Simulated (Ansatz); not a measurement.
Correlation energies of `N#C[SiH](F)Cl` by basis set

```xyz
6

N    -0.063   -0.173    2.447
C    -0.012   -0.116    1.299
Si    0.113    0.021   -0.531
F     0.153   -1.449   -1.105
Cl   -1.529    0.979   -1.205
H     1.337    0.739   -0.905
```

Charge 0, multiplicity 1. All single points use the PBE0-D4/def2-TZVP geometry. Frozen core, restricted reference, Ansatz 0.2.0. CBS rows extrapolate triple and quadruple zeta; past MP2 they add the triple-zeta difference.

```json
{"basis": "def2-SVP", "HF (Eh)": "-940.49116", "MP2 corr.": "-0.68157", "CCSD corr.": "-0.70680", "(T)": "-0.02070", "CCSD(T) total": "-941.21866"}
{"basis": "def2-TZVPP", "HF (Eh)": "-941.00202", "MP2 corr.": "-0.88146", "CCSD corr.": "-0.90437", "(T)": "-0.03881", "CCSD(T) total": "-941.94520"}
{"basis": "def2-QZVPP", "HF (Eh)": "-941.03250", "MP2 corr.": "-0.95706", "CCSD corr.": "–", "(T)": "–", "CCSD(T) total": "–"}
{"basis": "CBS(def2)", "HF (Eh)": "-941.03670", "MP2 corr.": "-1.01306", "CCSD corr.": "-1.03597", "(T)": "as TZ", "CCSD(T) total": "-942.11148"}
```
